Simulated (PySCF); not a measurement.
Electron correlation in Dy³⁺ (dysprosium, charge +3)

[Xe] 4f9, one real determinant. Calculation: PySCF 2.14, in cc-pVDZ-X2C (8s7p5d3f1g, 84 functions); scalar relativity by spin-free X2C-1e. Frozen: [Ar] 3d10; 35 electrons correlated.

MP2 pair energies summed by pair of shells (mhartree):

| pair | energy | share (%) |
| --- | --- | --- |
| 4f-4f | -189.35 | 20.8 |
| 4d-4f | -162.89 | 17.9 |
| 4f-5p | -153.09 | 16.8 |
| 5p-5p | -117.97 | 12.9 |
| 4d-4d | -67.83 | 7.4 |
| 4d-5p | -59.87 | 6.6 |
| 4f-5s | -30.71 | 3.4 |
| 5s-5p | -29.36 | 3.2 |
| 4p-4f | -25.25 | 2.8 |
| 4p-4d | -23.93 | 2.6 |
| 4d-5s | -17.85 | 2.0 |
| 4p-4p | -5.94 | 0.7 |
| 5s-5s | -5.76 | 0.6 |
| 4s-4f | -5.69 | 0.6 |
| 4p-5p | -5.55 | 0.6 |
| 4s-4d | -4.44 | 0.5 |
| 4p-5s | -2.74 | 0.3 |
| 4s-4p | -2.41 | 0.3 |
| 4s-5p | -0.52 | 0.1 |
| 4s-4s | -0.48 | 0.1 |
| 4s-5s | -0.25 | 0.0 |

Total MP2 correlation energy: -911.91 mhartree.

Same-spin part -366.77 and opposite-spin part -545.14 mhartree; SCS-MP2 scales them by 1/3 and 6/5 to -776.42 mhartree.

The reference is one real determinant that mixes LS terms of this configuration.

This basis was not built for core-valence correlation, so the inner-shell part is incomplete.
